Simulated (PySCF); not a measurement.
**Towards the basis-set limit for AsH⁻**

State: ²Π, doublet, unpaired electrons π ↑. De refers to As⁻ + H. ROHF-based CCSD(T) in PySCF 2.14 with As aug-cc-pwCVDZ-PP with ECP10, H aug-cc-pVDZ and As aug-cc-pwCVTZ-PP with ECP10, H aug-cc-pVTZ (frozen core orbitals: 4; scalar-relativistic core potentials). Correlation energies are extrapolated as n⁻³ (n = 2, 3), Hartree–Fock as (n+1)·exp(−9√n).

| Level | Re (Å) | ωe (cm⁻¹) | ωexe (cm⁻¹) | αe (cm⁻¹) | De (eV) |
| --- | --- | --- | --- | --- | --- |
| CCSD(T)/DZ | 1.5439 | 2025.7 | 42.9 | 0.230 | 2.990 |
| CCSD(T)/TZ | 1.5356 | 2045.2 | 42.2 | 0.232 | 3.118 |
| HF/CBS | 1.5296 | 2133.8 | 39.7 | 0.214 | 2.109 |
| MP2/CBS | 1.5187 | 2144.5 | 37.7 | 0.214 | 3.049 |
| CCSD/CBS | 1.5299 | 2076.6 | 41.1 | 0.228 | 3.122 |
| CCSD(T)/CBS | 1.5333 | 2054.5 | 41.7 | 0.231 | 3.167 |

Q: How much is left between CCSD(T)/TZ and the basis-set limit, and how much do the triples give at the limit?

A: CCSD(T)/CBS less CCSD(T)/TZ: -2.3 mÅ in Re, +9.3 cm⁻¹ in ωe and +0.049 eV in De. CCSD(T)/CBS less CCSD/CBS: +3.4 mÅ in Re, -22.1 cm⁻¹ in ωe and +0.045 eV in De.

The T1 diagnostic is 0.014. The state was picked by a PBE0 search and need not be the measured ground state. Spin–orbit coupling, excitations beyond (T) and corrections to the Born–Oppenheimer picture are left out.

The whole job (state search and all basis sets along the bond) took about 14 min on 4 threads of Arm Neoverse V2 (shared host), peak memory 9.3 GiB.
